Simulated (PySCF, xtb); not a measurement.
C5H3F, SMILES C#CC(F)=C=C.

Harmonic wavenumbers (cm⁻¹) from xtb 6.7.1 with GFN2-xTB at its own minimum, in rising order: 107, 191, 202, 270, 468, 472, 533, 593, 654, 678, 731, 879, 958, 1134, 1281, 1426, 2064, 2252, 3063, 3068, 3397.

Problem. What does PBE-D3(BJ)/def2-SVP (PySCF) give at its own minimum? (Estimate from the structure and the level; the computed values follow.)

Solution. 124, 199, 234, 307, 511, 574, 578, 593, 608, 685, 729, 868, 949, 1188, 1249, 1409, 2011, 2148, 3033, 3114, 3406. Paired by order, the mean absolute difference is 33 cm⁻¹ and the zero-point energies are 34.9 and 35.0 kcal/mol.
